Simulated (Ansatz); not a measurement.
The cluster Ag₃H₄⁻. Total charge -1; singlet. Geometry r2SCAN-D4/def2-TZVPD.

| atom | x (Å) | y (Å) | z (Å) |
| --- | --- | --- | --- |
| Ag1 | -1.731 | 0.848 | 2.022 |
| Ag2 | 1.733 | -0.896 | -2.000 |
| Ag3 | -0.004 | 0.098 | -0.047 |
| H4 | 1.665 | -0.001 | -0.472 |
| H5 | 2.007 | -1.699 | -3.412 |
| H6 | -1.994 | 1.415 | 3.547 |
| H7 | -1.676 | 0.235 | 0.362 |

In the def2 sets Ag takes a core potential; there is no spin–orbit coupling. B3LYP takes the VWN-RPA correlation. HSE06 is defined as in plane-wave codes, on full-range PBE exchange. The structure comes from a short search, and lower isomers may exist.

Problem. Estimate the orbital energies around the gap (eV) in Ansatz with PBE-D4/def2-SVPD, r2SCAN-D4/def2-TZVPD, B3LYP-D4/def2-TZVPD, r2SCAN0-D4/def2-TZVPD, HSE06-D4/def2-TZVPD.

Solution. 
```csv
orbital,PBE-D4/def2-SVPD,r2SCAN-D4/def2-TZVPD,B3LYP-D4/def2-TZVPD,r2SCAN0-D4/def2-TZVPD,HSE06-D4/def2-TZVPD
HOMO−5,-3.40,-3.63,-4.82,-5.35,-4.73
HOMO−4,-3.37,-3.59,-4.75,-5.26,-4.65
HOMO−3,-2.83,-3.10,-3.86,-4.18,-3.62
HOMO−2,-2.83,-3.02,-3.81,-4.17,-3.60
HOMO−1,-1.85,-2.06,-2.74,-3.02,-2.46
HOMO,-1.67,-1.89,-2.57,-2.86,-2.30
LUMO,1.95,2.16,2.33,2.69,2.21
LUMO+1,1.97,2.23,2.34,2.70,2.21
LUMO+2,2.20,2.44,2.64,3.03,2.53
LUMO+3,2.94,3.32,3.31,3.76,3.21
LUMO+4,3.42,3.83,3.82,4.31,3.71
LUMO+5,4.10,4.60,4.44,5.01,4.31
```
